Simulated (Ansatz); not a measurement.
C2H8GeSSi (`C=C[SiH2][S][GeH3]`). The species carries charge 0 and has multiplicity 1. The structure was optimised at the PBE0-D4/def2-TZVP level. It is one conformer, not always the lowest.

```xyz
13

C     1.705   -0.225   -0.967
C     0.879    0.797   -1.169
Si   -0.971    0.691   -1.008
S    -1.595   -1.140   -0.110
Ge   -0.723   -0.827    1.918
H     1.332   -1.207   -0.690
H     2.781   -0.128   -1.075
H     1.306    1.761   -1.447
H    -1.626    0.725   -2.341
H    -1.454    1.850   -0.211
H     0.655   -1.499    2.008
H    -0.597    0.681    2.181
H    -1.692   -1.480    2.912
```

(1) What is the dipole moment at PBE/def2-TZVPP? (An estimate is asked.)

(2) And with r2SCAN, B3LYP, ωB97M-V? (An estimate is asked.)

(3) Give the Mulliken charges with PBE, ωB97M-V, B3LYP in def2-TZVPP. (Estimate.)

Answers

(1) Ansatz gave: 1.59 D, with components (1.34, 0.58, 0.63) D in this frame, pointing from negative to positive charge.

(2) The calculation gave: r2SCAN 1.68 D, B3LYP 1.63 D, ωB97M-V 1.67 D.

(3) The calculation gave: 
```
atom    PBE  ωB97M-V  B3LYP
  C1  -0.16    -0.19  -0.19
  C2  -0.16    -0.23  -0.20
 Si3   0.28     0.27   0.37
  S4  -0.31    -0.31  -0.35
 Ge5   0.17     0.08   0.18
  H6   0.09     0.11   0.11
  H7   0.10     0.11   0.11
  H8   0.08     0.10   0.09
  H9  -0.06    -0.02  -0.07
 H10  -0.05    -0.02  -0.07
 H11   0.00     0.02   0.00
 H12   0.01     0.04   0.01
 H13   0.01     0.03   0.01
```

B3LYP here is the variant with VWN-RPA as its local correlation; programs differ in this.
